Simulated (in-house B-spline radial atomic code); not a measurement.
## Binding energies in neutral europium

NIST's tabulated ground configuration is [Xe] 4f7 6s2; each binding energy is the energy of the ion with one electron taken from that subshell, relaxed, less that of the parent. Method: Dirac-Hartree-Fock, average of configuration, Fermi nucleus of rms radius 5.1115 fm. Calculated with an all-electron radial atomic-structure program (B-spline basis). Energies include first-order Breit, QED and recoil terms.

| subshell | X-ray name | binding energy (eV) | -ε (eV) | relaxation (eV) |
| --- | --- | --- | --- | --- |
| 1s | K | 48520.7 | 48804.5 | 79.0 |
| 2s | L1 | 8061.3 | 8130.7 | 46.0 |
| 2p1/2 | L2 | 7621.2 | 7694.1 | 50.0 |
| 2p3/2 | L3 | 6980.8 | 7044.2 | 47.9 |
| 3s | M1 | 1809.6 | 1839.2 | 25.2 |
| 3p3/2 | M3 | 1487.6 | 1515.1 | 25.0 |
| 3d3/2 | M4 | 1164.4 | 1192.8 | 27.0 |
| 3d5/2 | M5 | 1136.3 | 1163.7 | 26.7 |
| 4s | N1 | 375.9 | 388.0 | 11.2 |
| 4p1/2 | N2 | 301.5 | 313.1 | 10.9 |
| 4p3/2 | N3 | 272.4 | 283.1 | 10.2 |
| 4d3/2 | N4 | 148.9 | 158.5 | 9.5 |
| 4d5/2 | N5 | 143.8 | 153.0 | 9.2 |
| 5s | O1 | 52.67 | 55.28 | 2.49 |
| 5p1/2 | O2 | 30.36 | 32.68 | 2.24 |
| 5p3/2 | O3 | 26.58 | 28.63 | 2.03 |
| 4f | N6,7 | 5.55 | 11.79 | 6.36 |
| 6s | P1 | 4.74 | 4.93 | 0.18 |

Relaxation = -ε minus the binding energy without Breit, QED and recoil terms.

Emission lines follow as differences of binding energies, with λ = 12398.42 eV·Å / E:

```tsv
line	holes	energy (eV)	wavelength (Å)
K-L3	1s → 2p3/2	41539.9	0.29847
K-L2	1s → 2p1/2	40899.5	0.30314
K-M3	1s → 3p3/2	47033.1	0.26361
L3-M5	2p3/2 → 3d5/2	5844.5	2.1214
L2-M4	2p1/2 → 3d3/2	6456.8	1.9202
L1-M3	2s → 3p3/2	6573.7	1.8861
L3-M1	2p3/2 → 3s	5171.2	2.3976
L2-N4	2p1/2 → 4d3/2	7472.3	1.6593
```

Question: What screening constant σ does Moseley's law, E = (3/4)·13.6057 eV·(Z - σ)², need for K-L3?

Answer: σ = -0.80.

Moseley's non-relativistic formula needs a falling, then negative, screening constant for heavy elements, because relativity binds the 1s electron more strongly than the formula allows.

Question: What does it cost to remove both a 2p1/2 and a 5p3/2 electron?

Answer: 7660.5 eV, which is 12.71 eV more than the two single binding energies together.

Question: What does it cost to remove both a 4d5/2 and a 4f electron?

Answer: 166.75 eV, which is 17.41 eV more than the two single binding energies together.
